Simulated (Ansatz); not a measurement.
Born–Oppenheimer molecular dynamics of ClH5W (7 atoms, charge 0, multiplicity 1). It goes on from the last frame of an earlier run, with new velocities.

These are results of RKS PBE0-D4/def2-mTZVP (Ansatz 0.2.0), not measurements.

```
ensemble        : NVT, Nosé–Hoover chain
time step       : 0.5 fs
steps asked     : 100
set temperature : 1500 K
thermostat      : time constant 100 fs, chain length 3 (defaults)
seed            : 256271
```

First frame:

```xyz
7
Properties=species:S:1:pos:R:3
W -0.019 0.030 0.508
Cl 0.046 -0.068 2.742
H 1.377 -0.600 0.011
H 1.070 1.262 -0.120
H -1.257 -0.934 -0.179
H 0.153 -1.426 1.094
H 0.441 -1.372 -0.379
```

Problem. How far do the bonds stretch over the last three quarters of this one trajectory? (Pairs bonded in most of those frames.)

Solution. 
| bond | mean (Å) | spread (Å) | shortest | longest |
| --- | --- | --- | --- | --- |
| W1–Cl2 | 2.291 | 0.022 | 2.25 | 2.32 |
| W1–H3 | 1.692 | 0.075 | 1.58 | 1.80 |
| W1–H4 | 1.702 | 0.038 | 1.63 | 1.76 |
| W1–H5 | 1.787 | 0.076 | 1.68 | 1.93 |
| W1–H6 | 1.710 | 0.096 | 1.55 | 1.86 |
| W1–H7 | 1.783 | 0.083 | 1.65 | 1.92 |

Mean temperature of the second half: 1478 K. The conserved energy stayed within 0.28 meV per atom of its start (net change 0.17 meV per atom), so the integration is sound. A run of 0.05 ps of so small a system gives no equilibrium averages.

Time of the run: 5.7 min on 1 thread of Arm Neoverse V1, on a shared host, peak memory 0.14 GiB.
